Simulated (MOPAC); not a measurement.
Input file for MOPAC: AM1 on C3H4O2 (a complex), monomers drawn apart or pushed together.

```
AM1 1SCF PRECISE CHARGE=0 THREADS=1
C3H4O2

C     -0.59843565 1    -0.09265139 1    -0.06241815 1
C      0.72115646 1     0.00542229 1     0.00956969 1
H     -1.22991201 1     0.78381028 1    -0.14477628 1
H     -1.09910985 1    -1.05316677 1    -0.04231906 1
H      1.35262203 1    -0.87117569 1     0.09082696 1
H      1.22190329 1     0.96588439 1    -0.01056249 1
O     -0.16877978 1    -1.01747709 1     4.63759152 1
C     -0.19765083 1     0.14054885 1     4.58242874 1
O     -0.22772063 1     1.29930771 1     4.54789651 1
```

The log:

```
*******************************************************************************
 **                                                                           **
 **                              MOPAC v23.2.5                                **
 **                                                                           **
 *******************************************************************************
 ** MOPAC's Digital Object Identifier: https://doi.org/10.5281/zenodo.6511958 **
 **                                                                           **
 ** Please cite the open-source release paper for use of this MOPAC version:  **
 ** J. E. Moussa and J. J. P. Stewart (2026)                                  **
 ** MOPAC: An open-source semiempirical molecular orbital program             **
 ** J. Open Source Softw., 11(119), 8025, https://doi.org/10.21105/joss.08025 **
 *******************************************************************************

                              AM1 CALCULATION RESULTS

 *******************************************************************************
 *  AM1        - The AM1 Hamiltonian to be used
 *
 *
 *
 *                 CHARGE ON SYSTEM = 0
 *
 *
 *
 *  PRECISE    - TIGHTER CRITERIA TO BE USED
 *  1SCF       - DO 1 SCF AND THEN STOP
 *  THREADS=1  - MULTI-THREADING NOT USED
 *  T=         - A TIME OF 172800.0 SECONDS REQUESTED
 *  DUMP=N     - RESTART FILE WRITTEN EVERY 7200.0 SECONDS REQUESTED
 *******************************************************************************
AM1 1SCF PRECISE CHARGE=0 THREADS=1
 C3H4O2

   ATOM   CHEMICAL          X               Y               Z
  NUMBER   SYMBOL      (ANGSTROMS)     (ANGSTROMS)     (ANGSTROMS)

     1       C         -0.59843565  *  -0.09265139  *  -0.06241815  *
     2       C          0.72115646  *   0.00542229  *   0.00956969  *
     3       H         -1.22991201  *   0.78381028  *  -0.14477628  *
     4       H         -1.09910985  *  -1.05316677  *  -0.04231906  *
     5       H          1.35262203  *  -0.87117569  *   0.09082696  *
     6       H          1.22190329  *   0.96588439  *  -0.01056249  *
     7       O         -0.16877978  *  -1.01747709  *   4.63759152  *
     8       C         -0.19765083  *   0.14054885  *   4.58242874  *
     9       O         -0.22772063  *   1.29930771  *   4.54789651  *



          CARTESIAN COORDINATES

    NO.       ATOM           X           Y           Z

     1         C         -0.5984     -0.0927     -0.0624
     2         C          0.7212      0.0054      0.0096
     3         H         -1.2299      0.7838     -0.1448
     4         H         -1.0991     -1.0532     -0.0423
     5         H          1.3526     -0.8712      0.0908
     6         H          1.2219      0.9659     -0.0106
     7         O         -0.1688     -1.0175      4.6376
     8         C         -0.1977      0.1405      4.5824
     9         O         -0.2277      1.2993      4.5479

  H: (AM1): M.J.S. DEWAR ET AL, J. AM. CHEM. SOC. 107 3902-3909 (1985)
  C: (AM1): M.J.S. DEWAR ET AL, J. AM. CHEM. SOC. 107 3902-3909 (1985)
  O: (AM1): M.J.S. DEWAR ET AL, J. AM. CHEM. SOC. 107 3902-3909 (1985)

           Empirical Formula: C3 H4 O2  =     9 atoms



      MOLECULAR POINT GROUP   :   C2v


      RHF CALCULATION, NO. OF DOUBLY OCCUPIED LEVELS = 14


 -------------------------------------------------------------------------------
 AM1 1SCF PRECISE CHARGE=0 THREADS=1
 C3H4O2



     1SCF WAS SPECIFIED, SO BFGS WAS NOT USED
     SCF FIELD WAS ACHIEVED


                              AM1 CALCULATION
                                                       MOPAC v23.2.5 Linux




          FINAL HEAT OF FORMATION =        -60.22926 KCAL/MOL =    -251.99922 KJ/MOL


          COSMO AREA              =        131.95 SQUARE ANGSTROMS
          COSMO VOLUME            =        108.55 CUBIC ANGSTROMS

          IONIZATION POTENTIAL    =         10.651751 EV
          HOMO LUMO ENERGIES (EV) =        -10.652  1.182
          NO. OF FILLED LEVELS    =         14
          MOLECULAR WEIGHT        =         72.0634         POINT GROUP:  C2v

          MOLECULAR DIMENSIONS (Angstroms)

            Atom       Atom       Distance
            O     7    H     6     5.24147
            O     9    H     4     4.32036
            H     5    H     3     3.06390


          SCF CALCULATIONS        =          1





   ATOM   CHEMICAL          X               Y               Z
  NUMBER   SYMBOL      (ANGSTROMS)     (ANGSTROMS)     (ANGSTROMS)

     1       C         -0.59843565  *  -0.09265139  *  -0.06241815  *
     2       C          0.72115646  *   0.00542229  *   0.00956969  *
     3       H         -1.22991201  *   0.78381028  *  -0.14477628  *
     4       H         -1.09910985  *  -1.05316677  *  -0.04231906  *
     5       H          1.35262203  *  -0.87117569  *   0.09082696  *
     6       H          1.22190329  *   0.96588439  *  -0.01056249  *
     7       O         -0.16877978  *  -1.01747709  *   4.63759152  *
     8       C         -0.19765083  *   0.14054885  *   4.58242874  *
     9       O         -0.22772063  *   1.29930771  *   4.54789651  *

                             CARTESIAN COORDINATES

   1    C       -0.598435650    -0.092651390    -0.062418150
   2    C        0.721156460     0.005422290     0.009569690
   3    H       -1.229912010     0.783810280    -0.144776280
   4    H       -1.099109850    -1.053166770    -0.042319060
   5    H        1.352622030    -0.871175690     0.090826960
   6    H        1.221903290     0.965884390    -0.010562490
   7    O       -0.168779780    -1.017477090     4.637591520
   8    C       -0.197650830     0.140548850     4.582428740
   9    O       -0.227720630     1.299307710     4.547896510


           Empirical Formula: C3 H4 O2  =     9 atoms



      MOLECULAR POINT GROUP   :   C2v


                  EIGENVALUES
 -42.01570 -40.50094 -33.44824 -22.63837 -22.03690 -18.77906 -18.77627 -18.00246
 -16.04541 -14.32629 -13.27727 -13.27606 -12.01812 -10.65175   1.18152   1.18245
   1.34245   2.39959   4.07078   4.42345   5.06963   5.57558   5.68277   6.65488


              NET ATOMIC CHARGES AND DIPOLE CONTRIBUTIONS

  ATOM NO.   TYPE          CHARGE      No. of ELECS.   s-Pop       p-Pop
    1          C          -0.219026        4.2190     1.24132     2.97771
    2          C          -0.219048        4.2190     1.24132     2.97773
    3          H           0.109466        0.8905     0.89053
    4          H           0.109573        0.8904     0.89043
    5          H           0.109447        0.8906     0.89055
    6          H           0.109590        0.8904     0.89041
    7          O          -0.205550        6.2056     1.90083     4.30472
    8          C           0.411013        3.5890     1.22211     2.36687
    9          O          -0.205466        6.2055     1.90082     4.30465
 DIPOLE           X         Y         Z       TOTAL
 POINT-CHG.     0.001    -0.000    -0.021     0.021
 HYBRID         0.001    -0.001    -0.019     0.019
 SUM            0.002    -0.001    -0.040     0.040


          ATOMIC ORBITAL ELECTRON POPULATIONS

     Atom    s        px        py        pz
    1  C   1.24132   0.96037   1.01750   0.99984
    2  C   1.24132   0.96020   1.01750   1.00003
    3  H   0.89053
    4  H   0.89043
    5  H   0.89055
    6  H   0.89041
    7  O   1.90083   1.62526   1.05548   1.62399
    8  C   1.22211   0.74893   0.86914   0.74881
    9  O   1.90082   1.62515   1.05411   1.62538

 **********************
 *                    *
 * JOB ENDED NORMALLY *
 *                    *
 **********************




 == MOPAC DONE ==
```

The run finished.

Cost: very roughly 0.020 core-seconds.
